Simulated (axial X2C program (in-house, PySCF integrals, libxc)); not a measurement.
# Potential curves of ZrAs, two-component

Computed with an in-house all-electron X2C program for linear molecules (integrals from PySCF). Two-component (2c) means X2C with spin–orbit coupling and atomic mean-field two-electron Coulomb and Gaunt terms. Basis: Zr dyall-v3z [11s12p9d4f2g], As dyall-v3z [9s9p6d1f] (cores contracted in-house); Gaussian nuclei, density fitting, unrestricted open shells. Masses: Zr 89.905 u, As 74.922 u.

State: Ω = 5/2 (⟨Sz⟩ = 0.52, ⟨Lz⟩ = 1.98 at HF). Energies in eV from the lowest point of each curve. Fits are polynomials in 1 − R0/R over 0.85 to 1.23 times the lowest point R0.

```
 R (Å)      HF    PBE0   B3LYP
2.0384  2.1220  1.1627  1.2885
2.1321  1.2398  0.4616  0.5419
2.2024  0.8010  0.1698  0.2188
2.2727  0.4973  0.0286  0.0501
2.3430  0.2877  0.0000  0.0000
2.4250  0.1276  0.0646  0.0519
2.5070  0.0371  0.1937  0.1833
2.6124  0.0000  0.4081  0.4145
2.7413  0.0446  0.6987  0.7307
2.9287  0.2240  1.1190  1.1847
```

Occupations by symmetry block were frozen at the best pattern of an incomplete PBE0 search. Density functionals use the spin component along the axis (collinear). The functionals have no current-density term, which raises determinants with orbital currents, atoms included. The determinant is spin-polarised beyond a pure state at some levels (its spin-free form has ⟨S²⟩ too high), which makes Re and μ there less reliable. Under one Hamiltonian the search converged a single determinant, so lower ones may well exist.

Q: Fit the HF curve near its minimum: give the equilibrium distance and the harmonic wavenumber.

A: At HF, 2c: Re = 2.612 Å, ωe ≈ 201 cm⁻¹; Be follows as 0.0604 cm⁻¹.

Q: What are Re and ωe at the PBE0 level?

A: At PBE0, 2c: Re = 2.329 Å, ωe ≈ 337 cm⁻¹; Be follows as 0.076 cm⁻¹.

Q: What are Re and ωe at the B3LYP level?

A: At B3LYP, 2c: Re = 2.344 Å, ωe ≈ 345 cm⁻¹; Be follows as 0.0751 cm⁻¹.
